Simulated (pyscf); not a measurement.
**`[OH][SiH2][Si]([SiH3])([SiH3])[Cl]`, singlet**

Gas-phase minimum from PySCF at ωB97X-D3(BJ)/def2-SVP, one conformer. 

```xyz
15

O     -2.1681     1.1350     1.3947
Si    -1.8612    -0.4766     1.7361
Si     0.0241    -1.1052     0.5190
Si    -0.2949    -0.6729    -1.7451
Si     1.8993     0.0247     1.3090
Cl     0.3427    -3.1599     0.7723
H     -1.4964     1.7762     1.6484
H     -3.0546    -1.2389     1.2870
H     -1.6343    -0.7157     3.1943
H      0.8780    -1.1579    -2.5285
H     -0.4328     0.8024    -1.9299
H     -1.5329    -1.3493    -2.2278
H      2.1772    -0.3656     2.7214
H      1.5986     1.4908     1.2680
H      3.0985    -0.2464     0.4661
```

Bonds (Å): O1–Si2 1.676, O1–H7 0.963, Si2–Si3 2.330, Si2–H8 1.486, Si2–H9 1.495, Si3–Si4 2.327, Si3–Si5 2.328, Si3–Cl6 2.095, Si4–H10 1.492, Si4–H11 1.493, Si4–H12 1.491, Si5–H13 1.491, Si5–H14 1.497, Si5–H15 1.491. Angles (°): Si2–O1–H7 117.3, O1–Si2–Si3 107.5, O1–Si2–H8 106.5, O1–Si2–H9 112.4, Si3–Si2–H8 110.7, Si3–Si2–H9 110.1, H8–Si2–H9 109.6, Si2–Si3–Si4 110.3, Si2–Si3–Si5 110.1, Si2–Si3–Cl6 108.9, Si4–Si3–Si5 110.5, Si4–Si3–Cl6 108.7, Si5–Si3–Cl6 108.2, Si3–Si4–H10 110.1 (the first ones only).

Properties at ωB97X-D3(BJ)/def2-SVP:

| Property | Value |
|---|---|
| Harmonic wavenumbers, unscaled | 12, 39, 79, 82, 100, 105, 110, 114, 192, 221, 331, 443, 464, 477, 519, 527, 579, 587, 588, 707, 822, 863, 873, 890, 916, 945, 947, 950, 951, 958, 2223, 2231, 2244, 2254, 2256, 2261, 2263, 2286, 3932 cm⁻¹ |
| Zero-point energy | 53.4 kcal/mol |
| Rotational symmetry number | 1 |
| Entropy of this conformer at 298 K and 1 atm, rigid rotor and harmonic oscillator, modes under 100 cm⁻¹ raised to 100 | 464.2 J/(mol K) |
| Dipole moment | 1.85 D |

Single-point totals, which compare only within one level:

| level | total energy (hartree) |
|---|---|
| ωB97X-D3(BJ)/def2-TZVP | -1699.12348 |
| PBE/def2-TZVP | -1698.09635 |
| r²SCAN/def2-TZVP | -1698.80436 |
| B3LYP-D3(BJ)/def2-TZVP | -1699.11507 |
| PBE0-D3(BJ)/def2-TZVP | -1698.27233 |
| M06-2X/def2-TZVP | -1698.83593 |
| ωB97M-D3(BJ)/def2-TZVP | -1699.20838 |

The lowest mode is so soft that the shape along it may change with the basis. Soft torsions are taken as harmonic, which can shift the entropy by several J/(mol K).
